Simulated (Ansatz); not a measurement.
Reaction (cleavage of the Si–Si bond): `CO[SiH2][Si](O)(O)F` + `N[SiH2]F` → `O[Si](O)(F)N[SiH2]F` + `CO[SiH3]`

Gas-phase electronic energies from Ansatz, PBE0-D4/def2-TZVP geometries. CBS: MP2 limit from def2 TZ/QZ plus the TZ coupled-cluster correction, frozen cores. DFT in def2-TZVPP. B3LYP here is the variant with VWN-RPA as its local correlation; programs differ in this. Each species was taken in one conformer, which may not be the lowest.

`CO[SiH2][Si](O)(O)F`:

```xyz
14

C    -1.147   -2.447   -0.021
O    -0.344   -1.304   -0.206
Si   -0.793    0.188    0.341
Si    0.965    1.572   -0.328
O     2.443    0.981    0.048
O     0.809    3.016    0.399
F     0.900    1.737   -1.919
H    -0.641   -3.300   -0.478
H    -1.298   -2.661    1.043
H    -2.127   -2.328   -0.496
H    -2.105    0.592   -0.243
H    -0.953    0.177    1.824
H     2.723    0.174   -0.387
H     1.567    3.604    0.425
```

`N[SiH2]F`:

```xyz
7

N     0.719    0.568    0.508
Si   -0.477   -0.252   -0.371
F    -0.591   -1.819   -0.045
H     0.585    0.834    1.470
H     1.694    0.503    0.270
H    -0.139   -0.163   -1.809
H    -1.791    0.330   -0.023
```

`O[Si](O)(F)N[SiH2]F`:

Cartesian coordinates in Å:
```
O -0.170 -0.120 2.405
Si 0.531 0.067 0.957
O 1.970 -0.690 1.046
F 0.775 1.600 0.609
N -0.515 -0.490 -0.266
Si -1.101 0.312 -1.661
F -0.027 0.275 -2.849
H 0.407 -0.181 3.168
H 2.562 -0.626 0.294
H -0.783 -1.462 -0.186
H -2.293 -0.419 -2.145
H -1.356 1.735 -1.372
```

`CO[SiH3]`:

Z-matrix (Å, degrees):
```
C
O 1 1.408
H 1 1.091 2 108.3
H 1 1.096 2 111.5 3 119.2
H 1 1.096 2 111.5 3 -119.2
Si 2 1.642 1 122.4 3 -179.7
H 6 1.481 2 106.5 1 179.8
H 6 1.490 2 110.9 1 59.7
H 6 1.490 2 110.9 1 -60.1
```

```
             level  ΔE (kcal/mol)  difference from CCSD(T)/CBS
            PBE-D4          -17.1                          5.8
         r2SCAN-D4          -21.9                          1.0
           PBE0-D4          -19.6                          3.3
          B3LYP-D4          -21.4                          1.5
           ωB97X-V          -21.6                          1.3
           ωB97M-V          -23.4                         -0.5
            B2PLYP          -22.5                          0.4
               PBE          -16.7                          6.2
            r2SCAN          -21.9                          1.0
              PBE0          -19.4                          3.5
             B3LYP          -20.8                          2.1
     HF/def2-TZVPP          -26.8                         -3.9
    MP2/def2-TZVPP          -24.6                         -1.7
SCS-MP2/def2-TZVPP          -24.8                         -1.9
   CCSD/def2-TZVPP          -24.0                         -1.1
CCSD(T)/def2-TZVPP          -23.5                         -0.6
     HF/def2-QZVPP          -27.1                         -4.2
    MP2/def2-QZVPP          -24.3                         -1.4
SCS-MP2/def2-QZVPP          -24.5                         -1.6
      HF/CBS(def2)          -27.1                         -4.2
     MP2/CBS(def2)          -24.0                         -1.1
    CCSD/CBS(def2)          -23.4                         -0.5
       CCSD(T)/CBS          -22.9                            0
```

Largest T1 diagnostic among the species: 0.012.

From PBE to PBE0 (25 % exact exchange), in def2-TZVPP and without D4, ΔE moves by −2.6 kcal/mol. In def2-TZVPP, CCSD(T) changes the Hartree–Fock value by +3.3 kcal/mol (the triples alone add +0.5 kcal/mol) and MP2 by +2.2 kcal/mol.
